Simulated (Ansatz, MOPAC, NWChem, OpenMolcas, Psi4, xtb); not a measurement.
**A ladder of methods for GaH2O2 (SMILES [OH][Ga][OH])**

The runs start from one conformer, not always the lowest.

GaH2O2, doublet, SMILES `[OH][Ga][OH]`. Each level relaxes the structure for itself.

Quantity: the highest harmonic wavenumber at each level's own minimum, in cm⁻¹. The values are calculated.

```json
{"level": "AM1", "kind": "semi-empirical", "program": "MOPAC", "value (cm⁻¹)": "3633"}
{"level": "MNDO", "kind": "semi-empirical", "program": "MOPAC", "value (cm⁻¹)": "4128"}
{"level": "GFN2-xTB", "kind": "semi-empirical", "program": "xtb", "value (cm⁻¹)": "3676"}
{"level": "GFN1-xTB", "kind": "semi-empirical", "program": "xtb", "value (cm⁻¹)": "3710"}
{"level": "UHF/3-21G", "kind": "Hartree–Fock", "program": "OpenMolcas", "value (cm⁻¹)": "3997"}
{"level": "UHF/6-31G* (spherical functions)", "kind": "Hartree–Fock", "program": "NWChem", "value (cm⁻¹)": "4120"}
{"level": "UHF/6-31G* (Cartesian functions)", "kind": "Hartree–Fock", "program": "OpenMolcas", "value (cm⁻¹)": "4135"}
{"level": "UBP86/def2-SVP (density fitting)", "kind": "GGA", "program": "Psi4", "value (cm⁻¹)": "3706"}
{"level": "UPBE0/def2-SVP", "kind": "global hybrid", "program": "NWChem", "value (cm⁻¹)": "3904"}
{"level": "UPBE0-D4/def2-TZVP", "kind": "global hybrid", "program": "Ansatz", "value (cm⁻¹)": "3898"}
```

All-electron rows without a relativistic Hamiltonian named are non-relativistic. Harmonic and unscaled. The values span 3633 to 4135 cm⁻¹.
